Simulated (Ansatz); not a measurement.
Coupled-cluster diagnostics for Cu2F2⁻, Ansatz.

Geometry of the doublet (PBE0-D4/def2-SVPD):

Cartesian coordinates in Å:
```
Cu -1.929 0.221 -0.308
Cu 0.607 -0.099 0.140
F -0.279 0.833 -1.216
F 1.601 -0.955 1.385
```

Correlated methods freeze 20 core orbitals. The structure comes from a short search, and lower isomers may exist.

Geometry of the charge -1 quartet (PBE0-D4/def2-SVPD):

```
atom   x (Å)   y (Å)   z (Å)
 Cu1   2.064  -0.241  -0.332
 Cu2  -0.451  -0.631   0.047
  F3   0.568   0.988  -0.051
  F4  -2.181  -0.117   0.337
```

(1) Estimate the CCSD(T) correlation energy, the shares of MP2 and (T), T1 and the reference's ⟨S²⟩ for: charge -1, doublet, own geometry in def2-SVPD; charge -1, quartet, own geometry in def2-SVPD; and the rough time on 4 threads of Arm Neoverse V2 on a shared host.

Answers

(1) 
```json
{"state": "charge -1, doublet, own geometry", "basis": "def2-SVPD", "correlation (eV)": "-27.860", "MP2 share (%)": "103.3", "(T) share (%)": "3.9", "T1": "0.036", "⟨S²⟩ (pure)": "0.76 (0.75)", "wall time": "39 s"}
{"state": "charge -1, quartet, own geometry", "basis": "def2-SVPD", "correlation (eV)": "-25.634", "MP2 share (%)": "100.2", "(T) share (%)": "3.5", "T1": "0.040", "⟨S²⟩ (pure)": "3.76 (3.75)", "wall time": "22 s"}
```
Customary marks for T1 are 0.02 (closed shells), 0.045 (open shells) and about 0.05 (3d metals). T1 exceeds 0.02 in 2 of 2 rows and 0.045 in 0; the higher it lies, the less the single-reference result can be trusted.
